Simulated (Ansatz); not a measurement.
`B[CH2][GeH2][SeH]` + H₂Se → `[SeH][SeH]` + `B[CH2][GeH3]`  (ligand exchange at the Se–Ge bond)

Program: Ansatz. Geometries: PBE0-D4/def2-TZVP. ΔE: electronic, gas phase. CBS: MP2 limit from def2 TZ/QZ plus the TZ coupled-cluster correction, frozen cores. DFT in def2-TZVPP. For Ge, Se outer-core shells are correlated without core-valence functions, which leaves a few kJ/mol of doubt a bond. Scalar relativity is left out up to krypton. One conformer a species, not always the lowest.

CCSD(T)/CBS gives +62.1 kJ/mol.

Q: Another level gave +48.7 kJ/mol. Which?
A. PBE/def2-TZVPP
B. LC-ωPBE/def2-TZVPP
C. SCS-MP2/def2-TZVPP
D. B97M-V/def2-TZVPP

A: A. PBE 48.7, LC-ωPBE 57.7, SCS-MP2/def2-TZVPP 64.0, B97M-V 53.1 kJ/mol.

Q: What do rigid-rotor, harmonic-oscillator terms from PBE0-D4/def2-TZVP frequencies (298.15 K, 1 bar) make of the CCSD(T)/CBS value? (Estimate.)

A: Computed: ΔZPE = +3.4 kJ/mol, ΔH = +62.9 kJ/mol, ΔS = 6 J/(mol·K), ΔG = +61.1 kJ/mol. Modes under 50 cm⁻¹ make the entropy rough.

Largest T1 diagnostic among the species: 0.011.

Leaving LDA and LC-ωPBE aside and taking each functional with its dispersion term where it has one, the values, not all of them listed here, spread over 13.0 kJ/mol, from BLYP-D4 to PBE-QIDH. LDA lies +5.9 kJ/mol from PBE without D4. In def2-TZVPP, CCSD(T) changes the Hartree–Fock value by +5.6 kJ/mol (the triples alone add +0.1 kJ/mol) and MP2 by +9.9 kJ/mol. From PBE to PBE0 (25 % exact exchange), in def2-TZVPP and without D4, ΔE moves by +5.3 kJ/mol.
